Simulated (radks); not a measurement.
Q: The mean radii <r> (bohr) of the occupied orbitals of an atom or ion are listed with their occupations. Calculated with a radial shooting solver on a logarithmic mesh with Libxc functionals: scalar-relativistic Kohn-Sham, LDA (Slater exchange, Perdew-Wang correlation), spin-unpolarised, spherical densities, point nucleus.

orbital  occ.      <r>
1s          2  0.01867
2s          2  0.07900
2p          6  0.07059
3s          2   0.2050
3p          6   0.2050
3d         10   0.1857
4s          2   0.4575
4p          6   0.4856
4d         10   0.5182
5s          2    1.068
5p          6    1.238
4f         12   0.6003
5d          5    1.805

Name the element and its charge.

A: Z = 73, tantalum, charge +2: Ta2+ in [Xe] 4f12 5d5. The 1s radius gives Z: for a bare nucleus <r> = (2 gamma + 1)/(2Z) with gamma = sqrt(1 - (Z/c)^2), 0.01844 bohr for Z = 73, and screening makes it slightly larger (0.01867 here). The occupations add up to 71, and the charge is Z minus that.
